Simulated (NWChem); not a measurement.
C$_{3}$H$_{2}$Cl$_{2}$; SMILES C(=C(Cl)Cl)=C

Results from NWChem. Structure relaxed at the PBE-D3(BJ)/def2-SVP level. Level PBE/def2-SVP: energy and gradient on several grids; changes count from the extra-fine grid, which is no exact limit either.

Question: Which is the coarsest grid (coarse; medium; fine; xcoarse; xfine) from which on the energy stays within 50 μHa and each gradient component within 100 μHa/bohr of xfine?

Answer: coarse.
```
grid     size of the energy change (μHa)  largest change of a gradient component (μHa/bohr)
-------  -------------------------------  -------------------------------------------------
xcoarse                             1000                                               2000
coarse                                20                                                 50
medium                              < 10                                               < 30
fine                                < 10                                               < 30
xfine                               < 10                                               < 30
```
